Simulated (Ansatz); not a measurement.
All numbers were calculated with Ansatz.

A structure relaxed at PBE0-D4/def2-TZVP, charge 0, multiplicity 1:

```
atom   x (Å)   y (Å)   z (Å)
  O1  -0.110   0.038  -1.879
  B2   0.132  -0.076  -0.554
 Ge3  -0.880   1.095   0.840
  C4   1.210  -1.149  -0.134
 Cl5   0.227  -2.486   0.556
  H6  -0.805   0.663  -2.103
  H7   0.100   2.025   1.582
  H8  -1.635   0.280   1.901
  H9  -1.906   2.000   0.121
 H10   1.900  -0.829   0.646
 H11   1.768  -1.560  -0.976
```

(1) Give its formula and SMILES.

(2) Summarise the bond lengths by kind.

Answers

(1) CH6BClGeO, `O[B]([GeH3])CCl`.

(2) 1 × B–O 1.351 Å; 1 × H–O 0.961 Å; 1 × B–Ge 2.084 Å; 1 × B–C 1.578 Å; 3 × Ge–H 1.535 to 1.546 Å; 1 × C–Cl 1.797 Å; 2 × C–H 1.089 to 1.090 Å.
